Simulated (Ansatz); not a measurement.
Two structures of CH5ClZn, closed shell, reached by relaxing down either side of one saddle point (PBE0-D4/def2-TZVP). Energies are electronic, without zero-point energy. Program: Ansatz 0.2.0. Basis: def2-TZVPP and def2-QZVPP. Cores are frozen in the correlated methods. The 3s and 3p shells of Cu and Zn are frozen; filled d shells are correlated. Extrapolation: Hartree–Fock as exp(−7.88 √X), correlation as X^−2.97. First:

Zn1  (-1.035, -1.171, -1.372)
H2  (0.123, -2.149, -1.493)
Cl3  (-2.683, 0.136, -1.261)
H4  (0.656, -0.373, 1.236)
C5  (0.716, 0.634, 0.822)
H6  (-0.285, 1.014, 0.612)
H7  (1.199, 1.288, 1.548)
H8  (1.310, 0.620, -0.093)
(Å)

Second:

| atom | x (Å) | y (Å) | z (Å) |
| --- | --- | --- | --- |
| Zn1 | -0.8369 | 0.3642 | -0.5477 |
| H2 | 0.1265 | -2.5140 | -0.8162 |
| Cl3 | -2.1686 | -0.4922 | -1.9436 |
| H4 | 0.7008 | -2.4893 | -0.3380 |
| C5 | 0.3665 | 1.1652 | 0.7235 |
| H6 | -0.1682 | 1.4339 | 1.6363 |
| H7 | 1.1634 | 0.4648 | 0.9800 |
| H8 | 0.8166 | 2.0674 | 0.3058 |

Problem. Which bonds change from the first to the second?

Solution. ZnHCl ([Cl][ZnH]) + CH₄ → CH₃ClZn ([CH3][Zn][Cl]) + H₂; bonds formed: Zn1–C5, H2–H4; bonds broken: Zn1–H2, H4–C5.

Problem. Give the saddle point's structure and its height above each. (To be estimated.)

Solution. Computed: 56.88 kcal/mol above the first and 48.13 kcal/mol above the second (CCSD(T) at an estimated basis limit (MP2 extrapolated from triple and quadruple zeta, plus CCSD(T) − MP2 in triple zeta)).
```xyz
8
angstrom
Zn -0.7655 -0.4610 -0.7840
H 0.3267 -1.7966 -0.4528
Cl -2.4608 -0.0727 -1.9661
H 0.5326 -0.8447 0.0854
C 0.4719 0.5906 0.6049
H -0.2557 0.9156 1.3529
H 1.3486 0.2232 1.1504
H 0.8023 1.4454 0.0093
```

T1 diagnostic: at most 0.014.

Labels in which every atom is bracketed show which atoms are joined, not bond orders.

For scale, one of the runs: CCSD(T)/def2-TZVPP, 207 basis functions, launched by `ansatz run in.yaml --threads 4 --pin off --events-out ev --progress --plain --max-ram 9574MiB`. Time: 60 s of wall clock on 4 CPU threads of an Arm Neoverse V1; the host was shared. Peak host memory: 2.6 GiB.
